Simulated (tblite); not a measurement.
C6H8NS (doublet state).
SMILES with atom numbers: `[N:1]=[CH:2][C@@H:3]1[CH:4]=[CH:5][CH2:6][C@@H:7]1[SH:8]` (hydrogens: H9 on C2; H10 on C3; H11 on C4; H12 on C5; H13, H14 on C6; H15 on C7; H16 on S8)

A start from a force field or distance geometry was refined with tblite, GFN2-xTB geometry optimisation, gas phase. Values at the start:

| coordinate | start |
| --- | --- |
| N1=C2 | 1.317 Å |
| C2–C3 | 1.463 Å |
| C2–H9 | 1.072 Å |
| C3–C4 | 1.495 Å |
| C3–C7 | 1.490 Å |
| C3–H10 | 1.126 Å |
| C4=C5 | 1.313 Å |
| C4–H11 | 1.111 Å |
| C5–C6 | 1.482 Å |
| C5–H12 | 1.098 Å |
| C6–C7 | 1.508 Å |
| C6–H13 | 1.116 Å |
| C6–H14 | 1.122 Å |
| C7–S8 | 1.811 Å |
| C7–H15 | 1.137 Å |
| S8–H16 | 1.409 Å |
| N1–C2–C3 | 117.8° |
| C2–C3–C4 | 113.6° |
| C2–C3–C7 | 115.7° |
| C3–C7–C6 | 107.3° |
| C3–C7–S8 | 113.0° |
| C4–C3–C7 | 104.5° |
| C5–C6–C7 | 104.8° |
| C6–C7–S8 | 113.0° |
| N1–C2–C3–C4 | -128° |
| C2–C3–C4–C5 | -127° |
| C2–C3–C7–C6 | 126° |
| C5–C6–C7–S8 | 126° |

How do these coordinates change at the GFN2-xTB level?

| coordinate | GFN2-xTB (Å or °) | change |
| --- | --- | --- |
| N1=C2 | 1.212 | -0.105 |
| C2–C3 | 1.542 | +0.079 |
| S8–H16 | 1.332 | -0.077 |
| C3–C7 | 1.539 | +0.049 |
| C7–H15 | 1.092 | -0.045 |
| C4–H11 | 1.075 | -0.036 |
| C3–H10 | 1.092 | -0.034 |
| C2–H9 | 1.103 | +0.031 |
| C6–C7 | 1.537 | +0.029 |
| C6–H14 | 1.094 | -0.028 |
| C6–H13 | 1.091 | -0.025 |
| C7–S8 | 1.834 | +0.023 |
| C5–H12 | 1.075 | -0.023 |
| C5–C6 | 1.497 | +0.015 |
| C4=C5 | 1.325 | +0.012 |
| C3–C4 | 1.497 | +0.002 |
| N1–C2–C3 | 126.7 | +8.9 |
| C2–C3–C4 | 107.3 | -6.3 |
| C6–C7–S8 | 110.2 | -2.8 |
| C3–C7–S8 | 115.2 | +2.2 |
| C2–C3–C7 | 113.4 | -2.3 |
| C3–C7–C6 | 105.7 | -1.6 |
| C5–C6–C7 | 103.3 | -1.5 |
| C4–C3–C7 | 103.2 | -1.3 |
| N1–C2–C3–C4 | -84 | +44 |
| C2–C3–C7–C6 | 97 | -29 |
| C2–C3–C4–C5 | -107 | +20 |
| C5–C6–C7–S8 | 143 | +17 |

The energy falls by 87.7 kJ/mol over 179 L-BFGS steps, the largest force on an atom goes from 6.53 to 0.009 eV/Å, and the atoms move by 0.541 Å rms after alignment. The bond that changes most is N1=C2 (ends: nitrogen bonded to C; carbon bonded to C, N and H), which shortens by 0.105 Å. Bonds longer at the end by more than 0.005 Å: 7 of 16; shorter: 8. Among the dihedrals that turn most is C6–C7–S8–H16, from 107° to -179°. Rotational constants go from 2132, 1863, 1087 to 2092, 1794, 1066 MHz.

Its GFN2-xTB frequencies are all real (lowest 43 cm⁻¹).

One conformer stands for the species.

All values are computed, not measured.
